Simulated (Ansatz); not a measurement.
Geometry optimisation, RKS B3LYP-D4/def2-SVP (Ansatz 0.2.0).

Input file:

```yaml
crystal:
  periodic: [false, false, false]
  atoms:
    - { symbol: "N", position_ang: [0.7055, 1.2111, -0.0497] }
    - { symbol: Si, position_ang: [-0.317, -0.1159, -0.0654] }
    - { symbol: O, position_ang: [-0.6794, -0.3732, 1.5068] }
    - { symbol: S, position_ang: [0.9089, -1.7079, -0.7948] }
    - { symbol: I, position_ang: [-2.3233, 0.2445, -1.3451] }
    - { symbol: H, position_ang: [1.4487, 1.085, 0.5466] }
    - { symbol: H, position_ang: [0.1674, 2.0041, 0.4012] }
    - { symbol: H, position_ang: [-0.936, -1.2468, 1.7204] }
    - { symbol: H, position_ang: [1.1136, -1.1472, -1.9372] }
basis:
  gaussian: { orbitals: def2-SVP }
hamiltonian:
  xc: b3lyp
  dispersion: d4
relax:
  f_tol: 0.015
  max_steps: 40
```

Run as:

```bash
$ ansatz run input.yaml --threads 2 --pin off --max-ram 3072MiB --backend cpu --events-out ev --progress --plain --runs-dir out
```

Problem. Where does it end, and by what steps?

Solution. The forces met the threshold. After 14 steps the energy has fallen by 0.574 eV; H8 moved furthest, 0.43 Å.

```tsv
step	energy less start (eV)	largest force component (eV/Å)	accepted
0	0.0000	3.347	yes
1	-0.4507	0.651	yes
2	-0.5037	0.548	yes
3	-0.5287	0.427	yes
4	-0.5098	1.459	no
5	-0.5601	0.377	yes
6	-0.5699	0.089	yes
7	-0.5714	0.054	yes
8	-0.5716	0.099	yes
9	-0.5701	0.386	no
10	-0.5730	0.041	yes
11	-0.5731	0.113	yes
12	-0.5729	0.072	no
13	-0.5735	0.030	yes
14	-0.5736	0.011	yes
```

```xyz
9
Properties=species:S:1:pos:R:3
N 0.654 1.293 0.082
Si -0.215 -0.170 0.079
O -0.665 -0.666 1.595
S 0.998 -1.726 -0.760
I -2.295 0.222 -1.233
H 1.650 1.294 0.276
H 0.210 2.188 0.260
H -1.348 -1.347 1.657
H 1.099 -1.135 -1.974
```

Whether the end is a true minimum wasn't checked by a vibrational analysis.

Time of the run: 24 s on 2 threads of AMD EPYC 9R45 96-Core Processor (Zen 5), on a shared host, peak memory 0.31 GiB.
